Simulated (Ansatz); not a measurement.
Geometry optimisation, RKS PBE/def2-SVP in Ansatz 0.2.0.

Input:

```yaml
crystal:
  periodic: [false, false, false]
  atoms:
    - { symbol: Si, position_ang: [-0.7715, -0.011029, 0.176163] }
    - { symbol: H, position_ang: [1.402749, 0.036171, 1.710495] }
    - { symbol: Cl, position_ang: [2.475855, 0.006077, 0.909998] }
    - { symbol: F, position_ang: [-0.83133, 1.217162, -0.913504] }
    - { symbol: Cl, position_ang: [-1.100773, -1.689082, -1.051553] }
basis:
  gaussian: { orbitals: def2-SVP }
hamiltonian:
  xc: pbe
relax:
  f_tol: 0.03
  max_steps: 50
```

Command:

```bash
$ ansatz run input.yaml --threads 1 --pin off --max-ram 2048MiB --backend cpu --events-out ev --progress --plain --runs-dir out
```

Problem. Where does it end, and by what steps?

Solution. The run converged. After 12 steps the energy has fallen by 0.076 eV; H2 moved furthest, 0.48 Å.

```tsv
step	energy less start (eV)	largest force component (eV/Å)	accepted
0	0.0000	0.778	yes
1	0.0233	1.320	no
2	-0.0130	0.671	yes
3	-0.0230	0.664	yes
4	-0.0376	0.660	yes
5	-0.0593	0.379	yes
6	-0.0665	0.181	yes
7	-0.0701	0.102	yes
8	-0.0699	0.498	no
9	-0.0744	0.132	yes
10	-0.0743	0.136	no
11	-0.0754	0.055	yes
12	-0.0757	0.026	yes
```

```xyz
5
Properties=species:S:1:pos:R:3
Si -0.958 0.027 0.157
H 1.787 0.076 1.993
Cl 2.069 -0.074 0.734
F -0.761 1.221 -0.963
Cl -0.962 -1.690 -1.090
```

Whether the end is a true minimum wasn't checked by a vibrational analysis.

Time of the run: 24 s on 1 thread of Arm Neoverse V1 (shared host), peak memory 0.13 GiB.
